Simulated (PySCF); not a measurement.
CH5FGaNO, SMILES C[O][Ga]([NH2])[F]. Atoms are numbered in the order given.

```xyz
10

Ga    -0.2173     0.1985     0.2101
F     -1.8896     0.4112     0.6842
O      0.0602    -1.0537    -1.0222
C      1.3318    -1.3796    -1.5298
H      1.2520    -2.3119    -2.1145
H      1.7299    -0.5988    -2.2074
H      2.0870    -1.5520    -0.7374
N      1.0546     1.1648     1.0522
H      0.8108     1.9363     1.6635
H      2.0093     1.2242     0.7174
```
Charge 0, spin multiplicity 1.

Geometry optimised at B3LYP-D3(BJ)/def2-SVP. The structure was generated by enumeration; whether it is a known compound was not checked. Other conformers were not sampled.

All values below come from KT2/pcSseg-1 run with PySCF.

GIAO shieldings, no solvent; atoms listed in one row are averaged. δ = σ(ref) − σ: ¹⁹F against CFCl3 (σ = 127.1 ppm); ¹⁷O against H2O (σ = 330.4 ppm); ¹³C against TMS (σ = 185.1 ppm); ¹H against TMS (σ = 31.47 ppm); ¹⁵N against NH3 (σ = 266.2 ppm), references at their B3LYP-D3(BJ)/def2-TZVP geometries, non-relativistic.

Computed chemical shifts:
| nucleus | atoms | count | δ (ppm) |
|---|---|---|---|
| ¹⁹F | F2 | 1 | -219.8 |
| ¹⁷O | O3 | 1 | 57.5 |
| ¹³C | C4 | 1 | 60.6 |
| ¹H | H5, H6, H7 | 3 | 4.39 |
| ¹H | H10 | 1 | 1.52 |
| ¹H | H9 | 1 | 1.41 |
| ¹⁵N | N8 | 1 | 19.1 |
